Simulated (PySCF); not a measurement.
# Ionising BiH

UHF-MP2; Bi def2-TZVP with ECP60, H def2-TZVP; scalar-relativistic core potentials (PySCF 2.14). Neutral (UHF): triplet (π ↑↑), Re = 1.781 Å, ωe = 1864 cm⁻¹, De = 1.96 eV.

BiH⁺ (UHF): doublet (π ↑), Re = 1.772 Å, ωe = 1943 cm⁻¹. The energies at the minima are -214.53565 hartree for BiH and -214.22311 for BiH⁺.

Task: Work out the adiabatic ionisation energy, without and with harmonic zero-point energies (1 hartree = 27.2114 eV, 1 eV = 8065.5 cm⁻¹), and the change of the bond length.

Result: At UHF-MP2: 0.31254 hartree = 8.505 eV between the minima; the zero-point term (1943.0 − 1864.0)/2 cm⁻¹ = +0.005 eV makes it 8.510 eV. Re changes by -0.9 pm against the neutral. The electron leaves a π orbital, which is non-bonding in a hydride.

Correlated steps freeze 4 core orbitals. These are scalar-relativistic numbers at best; spin–orbit coupling would shift them, the dissociation energy most. States were picked by a PBE0 search and need not be the measured ground states.
